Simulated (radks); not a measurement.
Q: The mean radii <r> (bohr) of the occupied orbitals of an atom or ion are listed with their occupations. All-electron calculation, Dirac Kohn-Sham, BLYP, spin-unpolarised, spherical densities, finite nucleus; Fermi nuclear charge, rms radius of each element as measured or else 0.836 A^(1/3) + 0.57 fm. Program: a radial shooting solver on a logarithmic mesh with Libxc functionals.

| orbital | occ. | <r> |
|---|---|---|
| 1s1/2 | 2 | 0.06958 |
| 2s1/2 | 2 | 0.3249 |
| 2p1/2 | 2 | 0.2881 |
| 2p3/2 | 4 | 0.2908 |
| 3s1/2 | 2 | 1.007 |
| 3p1/2 | 2 | 1.081 |
| 3p3/2 | 4 | 1.089 |
| 3d3/2 | 2 | 1.523 |
| 4s1/2 | 1 | 3.178 |

Name the element and its charge. Open shells, if any, fill j = l - 1/2 first.

A: Z = 22, titanium, charge +1: Ti+ in [Ar] 3d2 4s1. The 1s radius gives Z: for a bare nucleus <r> = (2 gamma + 1)/(2Z) with gamma = sqrt(1 - (Z/c)^2), 0.06759 bohr for Z = 22, and screening makes it slightly larger (0.06958 here). The occupations add up to 21, and the charge is Z minus that.
